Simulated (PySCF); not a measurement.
## Spinor energies of P¹¹⁺ (phosphorus, charge +11)

Start: [He] 2s2. Calculated with PySCF 2.14 in an even-tempered Gaussian basis (18 s from 0.36 bohr⁻², ratio 2.6; 11 p from 0.47 bohr⁻², ratio 2.6; 7 d from 0.48 bohr⁻², ratio 2.8; 4 f from 11 bohr⁻², ratio 2.8): generalised Hartree-Fock with the X2C-1e Hamiltonian and a Gaussian nucleus; spin-orbit coupling (SO) screened by Boettger's factors.

```
spinor shell  electrons  ε, screened SO (eV)  weight of nominal j (screened SO)  rms radius, screened SO (bohr)
       1s1/2          2              -2671.3                              1.000                           0.118
       2s1/2          2              -556.11                              1.000                           0.481
```

```json
{"quantity": "E (hartree)", "screened SO": "-259.25554"}
{"quantity": "M_J", "screened SO": "0"}
{"quantity": "⟨J²⟩", "screened SO": "0.000"}
{"quantity": "⟨L²⟩", "screened SO": "0.000"}
{"quantity": "⟨S²⟩", "screened SO": "0.000"}
```
